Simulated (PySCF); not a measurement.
Species: C4H4N2OS2.
Numbering: `[CH3:1][S:2][c:3]1[n:4][n:5][s:6][c:7]1[CH:8]=[O:9]`

Geometry (GFN2-xTB, Å), atoms numbered from 1 in this order:
```
atom  x, y, z in Å
C1     2.5296   -0.0034    0.0829
S2     1.0459   -1.0495    0.0991
C3    -0.1697    0.1743   -0.0200
N4     0.1557    1.4773   -0.0950
N5    -0.8352    2.2549   -0.1778
S6    -2.2939    1.5117   -0.1761
C7    -1.5519   -0.0440   -0.0499
C8    -2.2674   -1.2941    0.0095
O9    -3.4664   -1.4145   -0.0235
H10    2.4987    0.6709    0.9322
H11    3.3779   -0.6763    0.1542
H12    2.5592    0.5582   -0.8447
H13   -1.5869   -2.1649    0.0913
```

NICS = −σ at a ghost point: NICS(0) at the centroid of the ring atoms, NICS(1) 1 Å to either side along the normal of their mean plane, zz for the tensor component along that normal. Level: GIAO PBE0/pcSseg-1 (PySCF, non-relativistic, gas phase) on the GFN2-xTB geometry, one conformer.

Ring bond lengths (Å), with Mayer bond orders in brackets: C3–N4 1.345 (1.21), N4–N5 1.262 (1.51), N5–S6 1.637 (1.19), S6–C7 1.728 (1.19), C7–C3 1.400 (1.26).

Give the NICS values of each ring in ppm.

```csv
ring,type,NICS(0),"NICS(1), two faces","NICS(1)zz, two faces",rms pucker (Å),"centre to ring atoms, mean (Å)"
C3–N4–N5–S6–C7,5-membered ring with 2 N and S; formal bonds all aromatic,-9.8,-12.0 / -12.0,-26.7 / -26.7,0.00,1.25
```

What can be read from them?

- C3–N4–N5–S6–C7: mean NICS(1)zz -26.7 ppm, shielded. The ring is flat and has no four-coordinate atom; by the NICS criterion it is aromatic.
